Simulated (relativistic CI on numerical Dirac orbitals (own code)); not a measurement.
What each ingredient does to the levels of Mn XI

Base calculation: Dirac-Coulomb-Breit CI, KLI orbitals optimised for each configuration, model QED (radiative potential, 1s self-energy scaled to tabulated hydrogen-like ionisation energies), unscaled Slater integrals.

Configurations in the expansion (outside the closed core [Ne]): 3s2 3p3, 3s 3p4, 3s2 3p2 3d, 3p5, 3s 3p3 3d, 3p4 3d, 3s 3p2 3d2, 3s2 3p2 4s, 3s2 3p2 4p, 3s2 3p 3d 4p, 3p4 4s, 3p4 4p, 3s2 3p2 4d, 3s2 3p 3d2, 3s2 3d3, 3s 3p 3d3, 3s2 3d2 4s, 3s2 3d2 4p, 3s2 3d2 4d, 3p3 3d2, 3p2 3d3, 3p2 3d2 4s, 3p2 3d2 4p, 3p2 3d2 4d, 3s2 3p 3d 4s, 3s 3p 3d2 4s, 3s2 3d 4s2, 3s2 3d 4s 4p, 3s2 3d 4s 4d. Double excitations out of closed p, d and f shells are left out; levels of such configurations are missing from the list, as are those of other unlisted configurations, and high levels can miss mixing partners.

The lowest level and the first level of each name with at least 55 % of one term (blank where a level has no safe partner in the second run):

| Level | Base (cm⁻¹) | Shift (cm⁻¹) |
| --- | --- | --- |
| 3s2 3p3 4S°_3/2 | 0 | 0 |
| 3s2 3p3 2D°_3/2 | 43133 | +2467 |
| 3s2 3p3 2D°_5/2 | 46403 | +2148 |
| 3s2 3p3 2P°_1/2 | 73008 | +7212 |
| 3s2 3p3 2P°_3/2 | 77465 | +6975 |
| 3s 3p4 4P_5/2 | 253496 | +14765 |
| 3s 3p4 4P_3/2 | 261117 | +15266 |
| 3s 3p4 4P_1/2 | 264718 | +15569 |
| 3s 3p4 2D_3/2 | 317340 | +44772 |
| 3s 3p4 2D_5/2 | 318698 | +44253 |
| 3s 3p4 2S_1/2 | 385084 | +24367 |
| 3s2 3p2 3d 4F_3/2 | 402579 |  |
| 3s2 3p2 3d 4F_5/2 | 405496 | -7688 |
| 3s2 3p2 3d 4F_7/2 | 409807 | -7539 |
| 3s2 3p2 3d 4F_9/2 | 415325 | -7518 |
| 3s2 3p2 3d 2F_5/2 | 417638 | -4692 |
| 3s2 3p2 3d 4D_1/2 | 419888 |  |
| 3s2 3p2 3d 4D_3/2 | 420780 |  |
| 3s2 3p2 3d 4D_5/2 | 424537 | -4617 |
| 3s2 3p2 3d 2G_7/2 | 468992 | -6651 |
| 3s2 3p2 3d 2G_9/2 | 471176 | -6627 |
| 3s2 3p2 3d 4P_5/2 | 487368 | -22808 |

At this charge energies of transitions that change n are usually good to better than 1 %, and those within a shell (Δn = 0) to a few per cent.

Question: One thing was changed in a second run, which moved the levels as shown. Which?
A. configuration mixing switched off
B. Breit term removed
C. QED terms removed

Answer: A. Configuration mixing switched off. Without mixing, levels that were pushed by configurations of the same parity and J return to their single-configuration places.

LS names give the leading component of a level, which can be under half, so a name can repeat, a term be missing and a line seem to break the LS rules.
